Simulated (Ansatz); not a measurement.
Geometry optimisation, RKS PBE0/def2-SVP (Ansatz).

Input:

```yaml
crystal:
  periodic: [false, false, false]
  atoms:
    - { symbol: Al, position_ang: [-0.294608, 0.984534, -1.295754] }
    - { symbol: H, position_ang: [0.733061, 2.496962, 0.849901] }
    - { symbol: "N", position_ang: [-0.406834, -0.34727, -0.194601] }
    - { symbol: C, position_ang: [-0.855414, -1.333646, 0.727995] }
    - { symbol: C, position_ang: [1.048487, -0.213106, -0.548103] }
    - { symbol: H, position_ang: [0.862057, 1.826982, 0.667604] }
    - { symbol: Cl, position_ang: [-1.319333, 2.444733, -2.377868] }
    - { symbol: H, position_ang: [-0.408758, -1.197427, 1.735365] }
    - { symbol: H, position_ang: [-1.950871, -1.284195, 0.842421] }
    - { symbol: H, position_ang: [-0.602225, -2.362113, 0.398641] }
    - { symbol: H, position_ang: [1.473188, -1.075752, -1.095085] }
    - { symbol: H, position_ang: [1.721149, 0.060299, 0.289386] }
basis:
  gaussian: { orbitals: def2-SVP }
hamiltonian:
  xc: pbe0
relax:
  f_tol: 0.03
  max_steps: 50
```

Run as:

```bash
$ ansatz run input.yaml --threads 2 --pin off --max-ram 3072MiB --backend cpu --events-out ev --progress --plain --runs-dir out
```

Where does it end, and by what steps?

The forces met the threshold. After 12 steps the energy has fallen by 0.202 eV; H6 moved furthest, 0.60 Å.

```json
{"step": "0", "energy less start (eV)": "0.0000", "largest force component (eV/Å)": "2.394", "accepted": "yes"}
{"step": "1", "energy less start (eV)": "-0.1254", "largest force component (eV/Å)": "0.208", "accepted": "yes"}
{"step": "2", "energy less start (eV)": "-0.1464", "largest force component (eV/Å)": "0.239", "accepted": "yes"}
{"step": "3", "energy less start (eV)": "-0.1521", "largest force component (eV/Å)": "0.468", "accepted": "yes"}
{"step": "4", "energy less start (eV)": "-0.1319", "largest force component (eV/Å)": "0.522", "accepted": "no"}
{"step": "5", "energy less start (eV)": "-0.1595", "largest force component (eV/Å)": "0.276", "accepted": "yes"}
{"step": "6", "energy less start (eV)": "-0.1606", "largest force component (eV/Å)": "0.252", "accepted": "yes"}
{"step": "7", "energy less start (eV)": "-0.1737", "largest force component (eV/Å)": "0.070", "accepted": "yes"}
{"step": "8", "energy less start (eV)": "-0.1893", "largest force component (eV/Å)": "0.186", "accepted": "yes"}
{"step": "9", "energy less start (eV)": "-0.1978", "largest force component (eV/Å)": "0.139", "accepted": "yes"}
{"step": "10", "energy less start (eV)": "-0.2000", "largest force component (eV/Å)": "0.099", "accepted": "yes"}
{"step": "11", "energy less start (eV)": "-0.2012", "largest force component (eV/Å)": "0.050", "accepted": "yes"}
{"step": "12", "energy less start (eV)": "-0.2019", "largest force component (eV/Å)": "0.025", "accepted": "yes"}
```

```xyz
12
Properties=species:S:1:pos:R:3
Al -0.076 1.056 -1.108
H 0.389 2.715 0.450
N -0.314 -0.335 -0.100
C -0.806 -1.339 0.779
C 1.099 -0.368 -0.613
H 0.315 2.039 0.811
Cl -0.971 2.606 -2.191
H -0.227 -1.393 1.723
H -1.856 -1.136 1.046
H -0.770 -2.349 0.323
H 1.333 -1.213 -1.287
H 1.882 -0.283 0.166
```

Whether the end is a true minimum wasn't checked by a vibrational analysis.

The run took 50 s on 2 threads of Intel(R) Xeon(R) Platinum 8259CL CPU @ 2.50GHz (Skylake/Cascade Lake), on a shared host, peak memory 0.28 GiB.
